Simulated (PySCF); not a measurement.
Compound: C10H13N.
SMILES with atom numbers: `[cH:1]1[cH:2][cH:3][c:4]([N:5]2[CH2:6][CH2:7][CH2:8][CH2:9]2)[cH:10][cH:11]1` (hydrogens: H12 on C1; H13 on C2; H14 on C3; H15, H16 on C6; H17, H18 on C7; H19, H20 on C8; H21, H22 on C9; H23 on C10; H24 on C11)

The closed-shell ground state was solved at several levels (PySCF, density fitting, gas phase, non-relativistic). Isolated species at its PBE0-D3(BJ)/def2-SVP geometry (one conformer only).

```csv
level,basis functions,total energy (Eh),HOMO (eV),LUMO (eV),gap (eV),dipole (D)
CAM-B3LYP/def2-SVPD,324,-443.0928,-6.56,1.09,7.65,2.41
B97-2/pcSseg-1,252,-443.4276,-5.16,0.09,5.25,2.51
B3LYP/pcJ-1,427,-443.6638,-5.17,-0.04,5.13,2.48
```

**Question.** Estimate the row for PBE0/pcSseg-1, a basis of 252 functions; the other rows only guide the guess.

**Answer.** Total energy -443.0575 Eh, HOMO -5.38 eV, LUMO 0.12 eV, gap 5.50 eV, dipole 2.51 D.

**Question.** Over all these levels, which gives the widest orbital gap and which the narrowest?

**Answer.** CAM-B3LYP/def2-SVPD (range-separated hybrid) has the widest, 7.65 eV, and B3LYP/pcJ-1 (global hybrid, 20 % exact exchange) the narrowest, 5.13 eV. Functional and basis both differ between the two, so the spread mixes both effects.

**Question.** How far do the dipole and the HOMO energy spread over the levels?

**Answer.** The dipole runs from 2.41 to 2.51 D (mean 2.47 D) and the HOMO from -6.56 to -5.16 eV.
